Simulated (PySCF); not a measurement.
Computed data sheet: `[Si@H]1(CCC[Si@H]1N(C)C)N`

Species: C₅H₁₆N₂Si₂.
Numbering: `[CH3:1][N:2]([CH3:3])[Si@@H:4]1[CH2:5][CH2:6][CH2:7][Si@H:8]1[NH2:9]` (hydrogens: H10, H11, H12 on C1; H13, H14, H15 on C3; H16 on Si4; H17, H18 on C5; H19, H20 on C6; H21, H22 on C7; H23 on Si8; H24, H25 on N9)

Some functional groups and rings: Si–H bond and C–Si bond.

PBE0-D3(BJ)/def2-SVP geometry optimisation, gas phase (PySCF):

| Quantity | Value |
| --- | --- |
| Point group | C1 |
| Rotational constants A, B, C | 1.720, 0.807, 0.638 GHz |

PBE0/def2-SVPD ground state, ΔSCF and vertical TDDFT (core frozen in the response) (PySCF):

| Property | Result |
| --- | --- |
| Dipole moment | 0.45 D |
| HOMO energy | -6.11 eV |
| LUMO energy | 0.20 eV |
| HOMO–LUMO gap | 6.31 eV |
| Lowest singlet excitation | 5.19 eV (239 nm, f = 0.005) |
| Strongest line among the 10 lowest singlet transitions | S8 at 6.50 eV (191 nm, f = 0.058) |
| Lowest triplet excitation (Tamm–Dancoff) | 4.98 eV |
| Static isotropic polarisability | 131.1 au |
| Vertical ionisation energy | 7.80 eV |
| Electronic spatial extent ⟨r²⟩ about the centre of nuclear charge | 1983 bohr² |

From KT3/pcSseg-1 ground state and GIAO shieldings, non-relativistic (PySCF):

| Quantity | Value |
| --- | --- |
| 13C chemical shifts (computed TMS as zero) by class | 42.2 (C1/C3), 26.5 (C6), 21.7 (C7), 19.8 (C5) ppm |
| 1H chemical shifts (computed TMS as zero) by class | 5.14 (H23), 4.86 (H16), 2.51 (H10/H11/H12/H13/H14/H15), 2.28 (H19), 1.65 (H18), 1.65 (H20), 1.22 (H21), 0.49 (H17), 0.41 (H22), -0.16 (H24/H25) ppm |
| Isotropic shieldings of nuclei other than C and H, by class | 238 (N2), 254 (N9), 374 (Si4), 389 (Si8) ppm |

Monoisotopic mass from the formula: 160.0852 u.

With B = h/(8π²I), that is 505.379 GHz u Å² over I, the principal moments of inertia are 293.8, 626.2 and 791.6 u Å² (most abundant isotopes). The dipole matches unit charges of opposite sign 0.09 Å apart (1 e·Å = 4.8032 D). A dipole of 0.45 D is allowed in C1, and pure rotational transitions are dipole-allowed. The polarisability is 19.42 Å³ as a volume (1 au = 0.148185 Å³), or 1.49 au for each of the 88 electrons. The principal polarisabilities are 114.3, 131.6 and 147.2 au; their mean is the isotropic value. The ΔSCF ionisation energy exceeds −ε(HOMO) by 1.69 eV with PBE0.

 NMR classes are plain means over equivalent atoms (diastereotopic ones count apart unless rotation or inversion swaps them), as if these changed places fast; in this geometry the members of some classes differ.

One conformer stands for the species.
